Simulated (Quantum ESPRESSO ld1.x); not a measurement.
Question: Ar2+, configuration [Ne] 3s2 3p4 (the NIST ground configuration). Calculated with ld1.x of Quantum ESPRESSO 7.5: Dirac Kohn-Sham, PBEsol, spin-unpolarised, spherical densities, point nucleus; open shells fill j = l - 1/2 first.

Spin-orbit splittings of the eigenvalues, e(l+1/2) - e(l-1/2), with zeta = 2 splitting/(2l+1) and mean radii in bohr:

| shell | occ. | splitting (eV) | zeta (eV) | <r> j=l-1/2 | <r> j=l+1/2 |
|---|---|---|---|---|---|
| 2p | 6 | ? | ? | 0.3748 | 0.3772 |
| 3p | 4 | 0.2236 | 0.1490 | 1.463 | 1.469 |
| 3d | 0 | 0.01170 | 0.004681 | 1.995 | 1.996 |

Estimate the 2p splitting.

Answer: 2.236 eV (zeta = 1.491 eV).
